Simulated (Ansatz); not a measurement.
```csv
atom,x (Å),y (Å),z (Å)
H,1.9760,0.0000,0.3848
H,0.9880,1.7113,0.3848
H,-0.9880,1.7113,0.3848
H,-1.9760,0.0000,0.3848
H,-0.9880,-1.7113,0.3848
H,0.9880,-1.7113,0.3848
H,1.9760,0.0000,-0.3848
H,0.9880,1.7113,-0.3848
H,-0.9880,1.7113,-0.3848
H,-1.9760,0.0000,-0.3848
H,-0.9880,-1.7113,-0.3848
H,0.9880,-1.7113,-0.3848
```

Basis set: 6-31G (spherical functions). All electrons are correlated. Charge 0, multiplicity 1.

Computed with Ansatz (development build ahead of 0.2.0); each method stands on the lowest determinant of its kind that the runs found. Restricted open shells among the atoms or ions are ROHF, correlated in semicanonical orbitals with singles.

The atomization energy at this shape (free ground-state atoms in the same class of orbitals less the molecule, no zero-point energy) of singlet H₁₂:

| method | atomization energy |
| --- | --- |
| RHF | 18.64 eV |

Question: What does RHF-MP2 give?

Answer: 21.71 eV.

This basis has no polarisation functions and is too small for such energies, which can lie far from measured ones in either direction.
